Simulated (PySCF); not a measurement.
A structure optimised at PBE0-D3(BJ)/def2-SVP, used in a PySCF frequency run:

```xyz
14

Si     0.6648     0.6146    -0.1669
F      1.8879     1.2930     0.6474
F      1.3095    -0.5393    -1.1030
C     -0.4989    -0.1744     1.0445
C     -1.4664    -1.2006     0.4480
C     -2.4208    -0.6183    -0.5844
H      0.1055     1.6543    -1.0626
H      0.1353    -0.6401     1.8192
H     -1.0525     0.6339     1.5564
H     -0.8851    -2.0182    -0.0099
H     -2.0472    -1.6625     1.2636
H     -3.0106     0.2123    -0.1640
H     -3.1283    -1.3783    -0.9481
H     -1.8847    -0.2287    -1.4656
```
Charge 0, spin multiplicity 1.

Write its SMILES and formula.

CCC[SiH](F)F, C₃H₈F₂Si

What are its rotational constants (standard atomic weights)?

4.9443, 1.6173, 1.4287 GHz
